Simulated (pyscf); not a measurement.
`[SH][Ga]`, singlet

Gas-phase minimum from PySCF at ωB97X-D3(BJ)/def2-SVP, one conformer. 

```
S
H 1 1.3509
Ga 1 2.2824 2 90.01
```
Charge 0, spin multiplicity 1.

Properties at ωB97X-D3(BJ)/def2-SVP:

```json
{
  "harmonic_wavenumbers_unscaled": "363, 499, 2731 cm⁻¹",
  "zero_point_energy": "5.1 kcal/mol",
  "rotational_symmetry_number": "1",
  "Entropy of this conformer at 298 K and 1 atm, rigid rotor and harmonic oscillator, modes under 100 cm⁻¹ raised to 100": "264.5 J/(mol K)",
  "dipole_moment": "1.56 D"
}
```

Single-point totals, which compare only within one level (frozen core for MP2 and CC):

| level | total energy (hartree) |
|---|---|
| ωB97X-D3(BJ)/def2-TZVP | -2323.66208 |
| PBE/def2-TZVP | -2323.23155 |
| r²SCAN/def2-TZVP | -2323.65005 |
| B3LYP-D3(BJ)/def2-TZVP | -2323.76981 |
| PBE0-D3(BJ)/def2-TZVP | -2323.30093 |
| M06-2X/def2-TZVP | -2323.66729 |
| ωB97M-D3(BJ)/def2-TZVP | -2323.77023 |
| HF/def2-TZVPP | -2321.41202 |
| MP2/def2-TZVPP | -2321.78956 |
| CCSD/def2-TZVPP | -2321.80760 |
| CCSD(T)/def2-TZVPP | -2321.82626 |

The CCSD(T) − MP2 part came from Ansatz, without density fitting, on the same reference. The frozen core leaves the outer d or s,p core shells of the metals and heavy elements correlated in the MP2 and CC values, and def2-TZVPP describes them poorly, so these totals are far from the basis limit. Elements up to Kr have no core potential and no relativistic terms here.
